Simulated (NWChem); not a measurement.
# C2H4N2Si; SMILES N1C=N[SiH2]C=1

```xyz
9

C      1.2607    -0.3936     0.0000
N      0.5218    -1.4419     0.0000
C     -0.8809    -1.0881     0.0000
N     -1.3106     0.1094     0.0000
Si     0.1264     1.1418     0.0000
H      2.3518    -0.5198     0.0000
H     -1.5566    -1.9573     0.0000
H      0.2246     1.9833     1.2249
H      0.2246     1.9833    -1.2249
```
Atoms are numbered in this order, from 1.

Level: PBE0/def2-SVP (NWChem), optimised geometry, unscaled harmonic frequencies. 

| frequency (cm⁻¹) | IR intensity (km/mol) |
|---|---|
| 261 | 0.5 |
| 382 | 13.3 |
| 512 | 20.3 |
| 562 | 22.5 |
| 666 | 8.5 |
| 699 | 22.2 |
| 725 | 39.4 |
| 786 | 2.9 |
| 864 | 8.6 |
| 890 | 38.7 |
| 931 | 113.4 |
| 1012 | 121.2 |
| 1018 | 0.1 |
| 1279 | 15.4 |
| 1347 | 9.9 |
| 1617 | 30.2 |
| 1705 | 104.8 |
| 2258 | 58.3 |
| 2264 | 79.3 |
| 3153 | 31.9 |
| 3169 | 6.4 |

```
Item                                                                                Value
-----------------------------------------------------------------------  ----------------
zero-point energy                                                           37.3 kcal/mol
thermal correction to the enthalpy at 298.15 K (with zero-point energy)     40.8 kcal/mol
heat capacity Cv                                                         17.4 cal/(mol K)
entropy at 298.15 K and 1 atm (symmetry number 1)                        70.2 cal/(mol K)
dipole moment                                                                      1.92 D
```

Rigid rotor and harmonic oscillator.
